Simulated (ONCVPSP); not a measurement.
# What one change does to a pseudopotential (N (Z = 7), ONCV)

- Element: N
- Generator: ONCVPSP 4.0.1
- Type: optimised norm-conserving Vanderbilt (ONCV)
- Functional: PBE
- Relativity: fully relativistic
- Frozen core: [He]
- Valence charge: 5
- Reference configuration: 2s1.75 2p3.25
- Partial waves: 2s: rc 0.95 bohr, ncon 3, nbas 7, qcut 6.7 1/bohr, 1 projector; 2p: rc 2.50 bohr, ncon 3, nbas 6, qcut 6.6 1/bohr, 1 projector; d scattering state at 0.41 Ha: rc 2.15 bohr, ncon 4, nbas 7, qcut 5.3 1/bohr, 2 projectors, debl 1.8 Ha
- Local potential: polynomial inside 0.60 bohr (lpopt 5, dvloc0 4 Ha)
- Core correction: none

Open shells are filled in proportion to 2j + 1.

Change: s: qcut 9.1; p: qcut 9; d: qcut 7.2.

Cutoffs: the cutoffs (Ha) at which the residual kinetic energy of the hardest occupied pseudo-wave falls to 1 and 0.1 mHa per electron; they do not see the model core or the augmentation charge, which bear on the density cutoff. Errors are all-electron minus pseudo energies relative to the spin-unpolarised reference configuration.

Task: How do hardness, ghosts and transferability respond?

Result: The potential gets neither clearly harder nor softer (27 Ha and 141 Ha → 29 Ha and 37 Ha); of the 4 tests that both files solve, the error grows in 0 and shrinks in 3 by more than 15 % and 0.3 meV (median size 120.8 → 106.5 meV); neither file shows a bound ghost.

```tsv
quantity	base	changed
cutoff, loose	27 Ha	29 Ha
cutoff, tight	141 Ha	37 Ha
loose cutoff by channel	s 27 Ha, p 12 Ha	s 29 Ha, p 13 Ha
bound ghosts	none	none
GHOST(+) flags under 300 eV	d5/2 at 89.2 eV, d3/2 at 91.3 eV	none
error for 2s2 2p3, meV [ΔE -2.87 eV]	-2.0	-1.6
error for 2s2 2p2, meV [ΔE 10.72 eV]	+171	+141
error for 2s2 2p1, meV [ΔE 39.57 eV]	+1110	+939
error for 2s0 2p5, meV [ΔE 20.17 eV]	-70	-72
s: phases at 0.97 bohr within 0.05 rad from the reference energy up to (Ha; the scan ends near 5)	4.5	to the end of the scan
p3/2: phases at 2.54 bohr within 0.05 rad from the reference energy up to (Ha; the scan ends near 5)	0.3	0.3
p1/2: phases at 2.54 bohr within 0.05 rad from the reference energy up to (Ha; the scan ends near 5)	0.3	0.3
d5/2: phases at 2.18 bohr within 0.05 rad from the reference energy up to (Ha; the scan ends near 5)	3.0	3.7
d3/2: phases at 2.18 bohr within 0.05 rad from the reference energy up to (Ha; the scan ends near 5)	3.0	3.7
```
